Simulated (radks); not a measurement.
Spin polarisation of the 4d9 shell in Pd+. Start: [Kr] 4d(up 4.5, down 4.5); electrons of 4d are moved from spin down to spin up, other shells keep equal spins. Method: scalar-relativistic Kohn-Sham, SCAN, spin-polarised, spherical densities, finite nucleus; meta-GGA in the generalised Kohn-Sham scheme; Fermi nuclear charge, rms radius of each element as measured or else 0.836 A^(1/3) + 0.57 fm; computed with a radial shooting solver on a logarithmic mesh with Libxc functionals.

moment (Bohr magnetons)  E - E(0) (eV)  e(4d up) (eV)  e(4d down) (eV)  4p down minus up (eV)
0                                0.000        -14.711          -14.711                  0.000
0.25                            -0.013        -14.818          -14.601                  0.236
0.5                             -0.053        -14.923          -14.488                  0.473
0.75                            -0.118        -15.025          -14.373                  0.709
1                               -0.200        -15.125          -14.255                  0.946

At moment 1 the spin-polarisation energy is -0.200 eV and the 4d exchange splitting 0.870 eV, that is 0.870 eV per Bohr magneton; E = -I m^2/4 would give I = 0.799 eV.
